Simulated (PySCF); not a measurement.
# Bond length, frequency and bond energy of TlSn⁺ by level of theory

State: ³Π (triplet), unpaired electrons σ ↑, π ↑. Set-up: basis Tl def2-SVP with ECP60, Sn def2-SVP with ECP28; scalar-relativistic core potentials; PySCF 2.14. De refers to Tl⁺ + Sn in their high-spin ground configurations, without counterpoise correction. The functionals are run spin-unrestricted. A positive dipole points towards Sn; it is taken about the centre of mass and depends on that origin.

| Level | Re (Å) | ωe (cm⁻¹) | De (eV) | μ (D) |
| --- | --- | --- | --- | --- |
| UHF | 3.609 | 53.9 | n/a | -1.44 |
| UHF-MP2 | 3.418 | 65.9 | n/a | n/a |
| UHF-SCS-MP2 | 3.468 | 62.3 | n/a | n/a |
| UHF-CCSD | 3.443 | 64.7 | n/a | n/a |
| UHF-CCSD(T) | 3.422 | 66.3 | n/a | n/a |
| LDA | 3.229 | 78.8 | n/a | 0.98 |
| PBE | 3.384 | 67.8 | n/a | 0.51 |
| PW91 | 3.374 | 68.4 | n/a | 0.57 |
| r²SCAN | 3.345 | 70.2 | n/a | 0.26 |
| PBE0 | 3.361 | 69.5 | n/a | 0.12 |
| M06-2X | 3.448 | 66.1 | n/a | -0.78 |
| LC-ωPBE | 3.322 | 72.6 | n/a | -0.34 |

The bond length runs from 3.229 Å (LDA) to 3.609 Å (UHF).

Correlated steps freeze 8 core orbitals. Spin–orbit coupling is left out, which matters for elements this heavy, above all for dissociation energies. Counting both spins, an empty level lies below a filled one in some of these solutions, because spin and occupation are held. The state was picked by a PBE0 search and need not be the measured ground state.

The whole job (state search and all levels along the bond) took about 2.5 min on 1 thread of AMD EPYC 7R13 (shared host), peak memory 0.65 GiB.
